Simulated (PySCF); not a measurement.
Geometry:
| atom | x (Å) | y (Å) | z (Å) |
| --- | --- | --- | --- |
| O1 | -0.500 | 2.301 | -1.707 |
| S2 | -0.084 | 1.876 | -0.371 |
| O3 | 0.425 | 2.849 | 0.597 |
| C4 | 1.183 | 0.615 | -0.603 |
| C5 | 1.283 | -0.448 | 0.479 |
| C6 | 0.355 | -1.644 | 0.272 |
| C7 | -1.125 | -1.448 | 0.587 |
| C8 | -1.849 | -0.305 | -0.121 |
| C9 | -1.493 | 1.075 | 0.408 |
| H10 | 2.087 | 1.242 | -0.657 |
| H11 | 1.003 | 0.185 | -1.599 |
| H12 | 2.322 | -0.814 | 0.477 |
| H13 | 1.138 | 0.013 | 1.472 |
| H14 | 0.462 | -1.984 | -0.774 |
| H15 | 0.720 | -2.478 | 0.894 |
| H16 | -1.248 | -1.309 | 1.676 |
| H17 | -1.645 | -2.390 | 0.349 |
| H18 | -1.690 | -0.335 | -1.213 |
| H19 | -2.932 | -0.442 | 0.022 |
| H20 | -1.294 | 1.077 | 1.490 |
| H21 | -2.279 | 1.819 | 0.204 |

Geometry: PBE0-D3(BJ)/def2-SVP; GIAO shifts from PySCF 2.14.0 with density-fitted response routines, gas phase, non-relativistic, averaged over equivalent atoms.

At PBE0/pcSseg-1 (220 basis functions, 46 s wall time on 1 thread of an Arm Neoverse V1, shared host):
```tsv
atoms	δ (ppm)
O1/O3	225.2
S2	323.4
C4/C9	63.0
C6/C7	33.2
C5/C8	22.8
H10/H11/H20/H21	2.91
H12/H13/H18/H19	1.65
H14/H15/H16/H17	1.54
```

Shifts are taken against calculated references (same method and geometry level): H2O for 17O (σ = 334.56 ppm); 33S (σ = 495.66 ppm) against CS2; TMS for 13C (σ = 184.41 ppm) and 1H (σ = 31.27 ppm).

Estimate the result of repeating the calculation with wB97X-D/pcSseg-1.

Results:


```json
{"atoms": "O1/O3", "δ at wB97X-D/pcSseg-1": "219.3", "change": "-5.9"}
{"atoms": "S2", "δ at wB97X-D/pcSseg-1": "326.5", "change": "+3.1"}
{"atoms": "C4/C9", "δ at wB97X-D/pcSseg-1": "63.3", "change": "+0.3"}
{"atoms": "C6/C7", "δ at wB97X-D/pcSseg-1": "32.4", "change": "-0.8"}
{"atoms": "C5/C8", "δ at wB97X-D/pcSseg-1": "22.5", "change": "-0.3"}
{"atoms": "H10/H11/H20/H21", "δ at wB97X-D/pcSseg-1": "2.87", "change": "-0.04"}
{"atoms": "H12/H13/H18/H19", "δ at wB97X-D/pcSseg-1": "1.61", "change": "-0.04"}
{"atoms": "H14/H15/H16/H17", "δ at wB97X-D/pcSseg-1": "1.49", "change": "-0.05"}
```

Chemical shifts δ = σref − σ; 17O (σref 333.19) vs H2O; CS2 for 33S (σref 493.71); 13C (σref 184.54) and 1H (σref 31.38) vs TMS, all at this level.

The largest change is at O1/O3 (S=O oxygen). Cost: 220 basis functions, 55 s wall time on 1 thread of an Arm Neoverse V1, shared host. The order of the carbon signals is the same at both levels.

Experimental scales use liquid or dissolved standards, which lie at an offset from isolated H2O (liquid H2O: subtract about 36 ppm).
